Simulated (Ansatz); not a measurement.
One change: `C=CN(C)C` becomes `CBN(C)C`.

Ansatz, PBE0-D4/def2-TZVP geometries, multiplicity 1. Each molecule was computed in one conformer, which needn't be the lowest.

```tsv
property	`C=CN(C)C`
zero-point energy (PBE0-D4/def2-TZVP) / kJ/mol	329.7
HOMO–LUMO gap (ωB97M-V/def2-TZVPP) / eV	10.48
HOMO energy (ωB97M-V/def2-TZVPP) / eV	-7.83
HOMO–LUMO gap (PBE/def2-TZVPP) / eV	4.57
HOMO energy (PBE0/def2-TZVPP) / eV	-5.65
ideal-gas entropy at 298 K and 1 bar (rigid rotor, harmonic PBE0-D4/def2-TZVP) / J/(mol·K)	320
```

Q: Give the same properties after the change, and the shifts. (Best estimate.)

A: The calculation gave: 
```tsv
property	`CBN(C)C`	shift
zero-point energy (PBE0-D4/def2-TZVP) / kJ/mol	349.5	19.8
HOMO–LUMO gap (ωB97M-V/def2-TZVPP) / eV	11.78	1.30
HOMO energy (ωB97M-V/def2-TZVPP) / eV	-9.46	-1.63
HOMO–LUMO gap (PBE/def2-TZVPP) / eV	5.67	1.10
HOMO energy (PBE0/def2-TZVPP) / eV	-7.16	-1.51
ideal-gas entropy at 298 K and 1 bar (rigid rotor, harmonic PBE0-D4/def2-TZVP) / J/(mol·K)	337	17
```

With PBE0 the HOMO falls by 1.51 eV and the LUMO falls by 0.27 eV, so the gap widens by about 1.24 eV. PBE moves the HOMO by -1.37 eV and ωB97M-V by -1.63 eV. The zero-point energy changes by 19.8 kJ/mol with +3 modes.
